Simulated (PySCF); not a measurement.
BaCl₂, triplet, at a GFN2-xTB geometry (such geometries of metal compounds can be far from the true shape) (a higher spin typed on purpose: for a closed-shell molecule this is an excited state) (core potentials on Ba); M062X/def2-SV(P) run with PySCF.

PySCF was given this input:
```python
from pyscf import gto, scf, dft

mol = gto.M(
    atom='''
Ba    0.447888    0.544766    0.617386
Cl    0.188547   -0.673398   -1.886355
Cl   -1.663942   -1.121126   -0.147388
''',
    basis='def2-sv(p)',
    ecp={'Ba': 'def2-sv(p)'},
    charge=0,
    spin=2,
    verbose=4,
    symmetry=True,
    symmetry_subgroup='C2',
)

mf = dft.UKS(mol)
mf.xc = 'm062x'
mf.kernel()
mf.analyze()
```

The log (banner, timings and long lists left out):

```
PySCF version 2.14.0

[INPUT] verbose = 4
[INPUT] num. atoms = 3
[INPUT] num. electrons = 44
[INPUT] charge = 0
[INPUT] spin (= nelec alpha-beta = 2S) = 2
[INPUT] symmetry True subgroup C2
[INPUT] Mole.unit = angstrom
[INPUT] Symbol           X                Y                Z      unit          X                Y                Z       unit  Magmom
[INPUT]  1 Ba     0.447888000000   0.544766000000   0.617386000000 AA    0.846385654479   1.029458541975   1.166690453141 Bohr   0.0
[INPUT]  2 Cl     0.188547000000  -0.673398000000  -1.886355000000 AA    0.356302191608  -1.272537792830  -3.564694323704 Bohr   0.0
[INPUT]  3 Cl    -1.663942000000  -1.121126000000  -0.147388000000 AA   -3.144394667161  -2.118621091129  -0.278522954047 Bohr   0.0

nuclear repulsion = 123.616780860317
point group symmetry = C2v, use subgroup C2
symmetry origin: [ 2.72960440e-07 -2.51963483e-07 -3.14954354e-07]
symmetry axis x: [ 0.50605765 -0.79503718  0.33439728]
symmetry axis y: [-0.71803067 -0.17354074  0.67402935]
symmetry axis z: [-0.47784684 -0.58120521 -0.6586827 ]
num. orbitals of irrep A = 34
num. orbitals of irrep B = 32
number of shells = 26
number of NR pGTOs = 149
number of NR cGTOs = 66
basis = def2-sv(p)
ecp = {'Ba': 'def2-sv(p)'}

******** <class 'pyscf.dft.uks_symm.SymAdaptedUKS'> ********
method = SymAdaptedUKS
initial guess = minao
damping factor = 0
level_shift factor = 0
DIIS = <class 'pyscf.scf.diis.CDIIS'>
diis_start_cycle = 1
diis_space = 8
diis_damp = 0
SCF conv_tol = 1e-09
SCF conv_tol_grad = None
SCF max_cycles = 50
direct_scf = True
direct_scf_tol = 1e-13
number electrons alpha = 23  beta = 21
XC library pyscf.dft.libxc version 7.1.2
    S. Lehtola, C. Steigemann, M. J. T. Oliveira, and M. A. L. Marques,  SoftwareX 7, 1–5 (2018)
XC functionals = m062x
    Y. Zhao and D. G. Truhlar,  Theor. Chem. Acc. 120, 215 (2008)
    Y. Zhao and D. G. Truhlar,  Theor. Chem. Acc. 120, 215 (2008)
radial grids:
    Treutler-Ahlrichs [JCP 102, 346 (1995); DOI:10.1063/1.469408] (M4) radial grids

becke partition: Becke, JCP 88, 2547 (1988); DOI:10.1063/1.454033
pruning grids: <function nwchem_prune>
grids dens level: 3
symmetrized grids: True
atomic radii adjust function: <function treutler_atomic_radii_adjust>
small_rho_cutoff = 0
Freeze 0 electrons in irreps []
    44 free electrons in irreps A B
Set gradient conv threshold to 3.16228e-05
tot grids = 61688
init E= -935.519553386278

cycle= 1 E= -945.490481262679  delta_E= -9.97  |g|= 0.214  |ddm|= 2.14
cycle= 2 E= -945.514293832003  delta_E= -0.0238  |g|= 0.113  |ddm|= 0.798
cycle= 3 E= -945.52157616118  delta_E= -0.00728  |g|= 0.0145  |ddm|= 0.142
cycle= 4 E= -945.521978510589  delta_E= -0.000402  |g|= 0.00513  |ddm|= 0.0838
cycle= 5 E= -945.522064834597  delta_E= -8.63e-05  |g|= 0.00226  |ddm|= 0.039
cycle= 6 E= -945.522086697675  delta_E= -2.19e-05  |g|= 0.000932  |ddm|= 0.0178
cycle= 7 E= -945.522093376435  delta_E= -6.68e-06  |g|= 0.000391  |ddm|= 0.0119
cycle= 8 E= -945.522094616851  delta_E= -1.24e-06  |g|= 0.000159  |ddm|= 0.00561
cycle= 9 E= -945.522094799059  delta_E= -1.82e-07  |g|= 5.83e-05  |ddm|= 0.00214
cycle= 10 E= -945.522094823706  delta_E= -2.46e-08  |g|= 1.82e-05  |ddm|= 0.000799
cycle= 11 E= -945.522094827052  delta_E= -3.35e-09  |g|= 4.96e-06  |ddm|= 0.000344
cycle= 12 E= -945.522094827261  delta_E= -2.09e-10  |g|= 1.15e-06  |ddm|= 9.06e-05
Extra cycle  E= -945.522094827264  delta_E= -3.41e-12  |g|= 4.81e-07  |ddm|= 6.52e-06
converged SCF energy = -945.522094827264  <S^2> = 2.0068809  2S+1 = 3.0045838
**** SCF Summaries ****
Total Energy =                        -945.522094827264368
Nuclear Repulsion Energy =             123.616780860316652
One-electron Energy =                -1559.491344080325916
Two-electron Energy =                  490.352468392744868
Two-electron Coulomb Energy =          550.452652347713297
DFT Exchange-Correlation Energy =      -60.100183954968401
Wave-function symmetry = B
alpha occupancy for each irrep:      A    B
                                    12   11
beta  occupancy for each irrep:      A    B
                                    11   10
**** MO energy ****
alpha MO #1 (A #1), energy= -102.639388554469 occ= 1
alpha MO #2 (B #1), energy= -102.639385190508 occ= 1
alpha MO #3 (A #2), energy= -9.8049170327541 occ= 1
alpha MO #4 (B #2), energy= -9.80490367507177 occ= 1
alpha MO #5 (A #3), energy= -7.5371533682478 occ= 1
alpha MO #6 (B #3), energy= -7.53715260911673 occ= 1
alpha MO #7 (B #4), energy= -7.526337397307 occ= 1
alpha MO #8 (A #4), energy= -7.52632988146552 occ= 1
alpha MO #9 (A #5), energy= -7.5254900386074 occ= 1
alpha MO #10 (B #5), energy= -7.52548380239023 occ= 1
alpha MO #11 (A #6), energy= -1.41632590039829 occ= 1
alpha MO #12 (A #7), energy= -0.936723037087702 occ= 1
alpha MO #13 (B #6), energy= -0.884731912741728 occ= 1
alpha MO #14 (B #7), energy= -0.797472455040282 occ= 1
alpha MO #15 (B #8), energy= -0.792588046373895 occ= 1
alpha MO #16 (A #8), energy= -0.790457102859179 occ= 1
alpha MO #17 (A #9), energy= -0.473543600547162 occ= 1
alpha MO #18 (B #9), energy= -0.409530735396639 occ= 1
alpha MO #19 (A #10), energy= -0.408858400604067 occ= 1
alpha MO #20 (B #10), energy= -0.391348437528359 occ= 1
alpha MO #21 (A #11), energy= -0.37179668392393 occ= 1
alpha MO #22 (B #11), energy= -0.339940878594641 occ= 1
alpha MO #23 (A #12), energy= -0.15275933368298 occ= 1
alpha MO #24 (A #13), energy= -0.0221285798188516 occ= 0
alpha MO #25 (B #12), energy= -0.0214605670616841 occ= 0
alpha MO #26 (B #13), energy= -0.0180528189324585 occ= 0
alpha MO #27 (A #14), energy= -0.0126041646606207 occ= 0
alpha MO #28 (A #15), energy= -0.00938873111711649 occ= 0
alpha MO #29 (B #14), energy= 0.019064890118583 occ= 0
alpha MO #30 (A #16), energy= 0.0485313216471097 occ= 0
alpha MO #31 (B #15), energy= 0.0562313750733332 occ= 0
alpha MO #32 (A #17), energy= 0.0885326911553554 occ= 0
alpha MO #33 (B #16), energy= 0.115136847745939 occ= 0
alpha MO #34 (A #18), energy= 0.117448203121188 occ= 0
alpha MO #35 (A #19), energy= 0.122098773830022 occ= 0
alpha MO #36 (A #20), energy= 0.126412910955509 occ= 0
alpha MO #37 (B #17), energy= 0.127707426061016 occ= 0
alpha MO #38 (A #21), energy= 0.189255456167249 occ= 0
alpha MO #39 (B #18), energy= 0.191234929446086 occ= 0
alpha MO #40 (A #22), energy= 0.191344205420612 occ= 0
alpha MO #41 (B #19), energy= 0.19209575065868 occ= 0
alpha MO #42 (B #20), energy= 0.192246853457256 occ= 0
alpha MO #43 (A #23), energy= 0.199744491232895 occ= 0
alpha MO #44 (B #21), energy= 0.202201771441035 occ= 0
alpha MO #45 (A #24), energy= 0.641434671932956 occ= 0
alpha MO #46 (B #22), energy= 0.672122642783248 occ= 0
alpha MO #47 (A #25), energy= 0.778488857324372 occ= 0
alpha MO #48 (A #26), energy= 0.799228588294036 occ= 0
alpha MO #49 (B #23), energy= 0.800895804293522 occ= 0
alpha MO #50 (B #24), energy= 0.816375573864804 occ= 0
alpha MO #51 (A #27), energy= 0.835005058277938 occ= 0
alpha MO #52 (B #25), energy= 0.835898034960623 occ= 0
alpha MO #53 (B #26), energy= 0.836203948099846 occ= 0
alpha MO #54 (A #28), energy= 0.838540566814817 occ= 0
alpha MO #55 (B #27), energy= 0.841190179239877 occ= 0
alpha MO #56 (A #29), energy= 0.849073340060617 occ= 0
alpha MO #57 (A #30), energy= 0.94535354262494 occ= 0
alpha MO #58 (B #28), energy= 0.960920365516021 occ= 0
alpha MO #59 (A #31), energy= 0.972433310404751 occ= 0
alpha MO #60 (B #29), energy= 0.99064615477272 occ= 0
alpha MO #61 (A #32), energy= 1.01056724088201 occ= 0
alpha MO #62 (B #30), energy= 1.13222083997459 occ= 0
alpha MO #63 (B #31), energy= 1.27488752076199 occ= 0
alpha MO #64 (B #32), energy= 1.47394341940351 occ= 0
alpha MO #65 (A #33), energy= 1.94262871014038 occ= 0
alpha MO #66 (A #34), energy= 82.9759398469815 occ= 0
beta  MO #1 (A #1), energy= -102.633073368422 occ= 1
beta  MO #2 (B #1), energy= -102.633069418061 occ= 1
beta  MO #3 (A #2), energy= -9.80261456695479 occ= 1
beta  MO #4 (B #2), energy= -9.80256797719572 occ= 1
beta  MO #5 (B #3), energy= -7.52387061814223 occ= 1
beta  MO #6 (A #3), energy= -7.52386816874473 occ= 1
beta  MO #7 (A #4), energy= -7.52310580997912 occ= 1
beta  MO #8 (B #4), energy= -7.5231033431619 occ= 1
beta  MO #9 (A #5), energy= -7.5206486472987 occ= 1
beta  MO #10 (B #5), energy= -7.52064415852401 occ= 1
beta  MO #11 (A #6), energy= -1.4140322891984 occ= 1
beta  MO #12 (A #7), energy= -0.910385820638439 occ= 1
beta  MO #13 (B #6), energy= -0.853165524812342 occ= 1
beta  MO #14 (B #7), energy= -0.796168045347965 occ= 1
beta  MO #15 (B #8), energy= -0.788721203996295 occ= 1
beta  MO #16 (A #8), energy= -0.785438002276649 occ= 1
beta  MO #17 (A #9), energy= -0.403644639656614 occ= 1
beta  MO #18 (B #9), energy= -0.397501756747415 occ= 1
beta  MO #19 (A #10), energy= -0.39000406429563 occ= 1
beta  MO #20 (B #10), energy= -0.377413074338282 occ= 1
beta  MO #21 (A #11), energy= -0.357469100309595 occ= 1
beta  MO #22 (B #11), energy= -0.142940135901944 occ= 0
beta  MO #23 (A #12), energy= -0.134253669961052 occ= 0
beta  MO #24 (B #12), energy= -0.101283380084253 occ= 0
beta  MO #25 (B #13), energy= -0.0875150329126428 occ= 0
beta  MO #26 (A #13), energy= -0.0774393046031397 occ= 0
beta  MO #27 (A #14), energy= -0.0660457491726189 occ= 0
beta  MO #28 (A #15), energy= -0.0482602330840186 occ= 0
beta  MO #29 (B #14), energy= -0.0109176855689153 occ= 0
beta  MO #30 (B #15), energy= 0.0216338066747968 occ= 0
beta  MO #31 (A #16), energy= 0.0224830668728385 occ= 0
beta  MO #32 (A #17), energy= 0.0506494977767255 occ= 0
beta  MO #33 (A #18), energy= 0.0582756984612198 occ= 0
beta  MO #34 (A #19), energy= 0.0620578999549189 occ= 0
beta  MO #35 (B #16), energy= 0.0789153254185129 occ= 0
beta  MO #36 (B #17), energy= 0.099242966192332 occ= 0
beta  MO #37 (A #20), energy= 0.102654600349204 occ= 0
beta  MO #38 (A #21), energy= 0.188714962264554 occ= 0
beta  MO #39 (A #22), energy= 0.189884899563221 occ= 0
beta  MO #40 (B #18), energy= 0.19011702892373 occ= 0
beta  MO #41 (B #19), energy= 0.190709995434791 occ= 0
beta  MO #42 (B #20), energy= 0.190758296107474 occ= 0
beta  MO #43 (A #23), energy= 0.197348084708113 occ= 0
beta  MO #44 (B #21), energy= 0.199992456495257 occ= 0
beta  MO #45 (A #24), energy= 0.652877156097944 occ= 0
beta  MO #46 (B #22), energy= 0.676149040969133 occ= 0
beta  MO #47 (A #25), energy= 0.797413988893577 occ= 0
beta  MO #48 (A #26), energy= 0.820485311136665 occ= 0
beta  MO #49 (B #23), energy= 0.821876676064609 occ= 0
beta  MO #50 (B #24), energy= 0.843952965055933 occ= 0
beta  MO #51 (B #25), energy= 0.845089046743238 occ= 0
beta  MO #52 (B #26), energy= 0.847737632100677 occ= 0
beta  MO #53 (A #27), energy= 0.851288720597533 occ= 0
beta  MO #54 (A #28), energy= 0.856220174205474 occ= 0
beta  MO #55 (A #29), energy= 0.868420222435427 occ= 0
beta  MO #56 (B #27), energy= 0.871182500748963 occ= 0
beta  MO #57 (A #30), energy= 0.956375457775965 occ= 0
beta  MO #58 (B #28), energy= 0.963894987753238 occ= 0
beta  MO #59 (B #29), energy= 0.991535856241099 occ= 0
beta  MO #60 (A #31), energy= 1.01033817320456 occ= 0
beta  MO #61 (A #32), energy= 1.01634594111769 occ= 0
beta  MO #62 (B #30), energy= 1.11184715822861 occ= 0
beta  MO #63 (B #31), energy= 1.29429105486351 occ= 0
beta  MO #64 (B #32), energy= 1.4753751900626 occ= 0
beta  MO #65 (A #33), energy= 1.94700621603059 occ= 0
beta  MO #66 (A #34), energy= 82.9742743108043 occ= 0
In total            23.00000 | 21.00000
Dipole moment(X, Y, Z, Debye):  1.61605,  1.96560,  2.22763
```
